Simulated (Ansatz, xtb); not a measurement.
Pulling on the B1–H2 bond in BH3O (SMILES BO) (multiplicity 1 held, fragments rigid). Energies count from the point at 1.192 Å.
Geometry at that point (charge 0, multiplicity 1):
```csv
atom,x (Å),y (Å),z (Å)
B,-0.4484,-0.5534,0.0610
H,-0.3382,-1.3375,0.9518
H,-1.3024,-0.6419,-0.7734
O,0.4452,0.4596,0.0279
H,0.3210,1.0699,-0.7069
```

Restricted levels (R-, RO-) in cc, def2 and unpolarised 6-31G sets keep to the state of the molecule at rest. Unrestricted levels (U-) break spin symmetry where that is lower. Levels need not reach the same state.

Cores are frozen in the correlated methods.

Programs: Ansatz (an electronic-structure program) with Gaussian orbitals; xtb for the GFN methods.  The GFN methods have no spin term and hold the electronic entropy of 300 K.

### Question
One of these levels gives 6.215 eV for the energy at R = 3.814 Å. Name it.
A) R-MP2/cc-pVDZ
B) R-HF/cc-pVDZ
C) GFN2-xTB
D) U-CCSD/cc-pVDZ

### Answer
A, R-MP2/cc-pVDZ. The others give 5.378 (GFN2-xTB), 7.599 (R-HF/cc-pVDZ), 4.663 (U-CCSD/cc-pVDZ)

Doubts at one or more of the structures used: a restricted determinant that unrestricted orbitals would lower (R-HF/cc-pVDZ, R-MP2/cc-pVDZ); a spin-contaminated determinant (U-CCSD/cc-pVDZ).
